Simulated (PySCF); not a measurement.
C₂H₁₀N₂Si₂, SMILES [Si@H]1(NC)[SiH2]CN1.

Geometry: B3LYP-D3(BJ)/def2-SVP. The structure was generated by enumeration; whether it is a known compound was not checked. Other conformers were not sampled.

Computed with PBE/def2-TZVP in PySCF.

Isolated molecule, no solvent.

```
Item                                                                                                            Result
---------------------------------------------------------------------------------------------  -----------------------
total energy                                                                                        -770.28316 hartree
highest occupied level                                                                                        -5.15 eV
lowest empty level                                                                                            -0.52 eV
orbital gap                                                                                                    4.63 eV
dipole moment                                                                                                   1.51 D
quadrupole, principal values (traceless, Buckingham form, about the centre of nuclear charge)   -3.62, -0.68, 4.31 D·Å
mean static polarisability                                                                       99.5 bohr³ (14.75 Å³)
polarisability, principal values                                                               81.1, 92.2, 125.3 bohr³
```
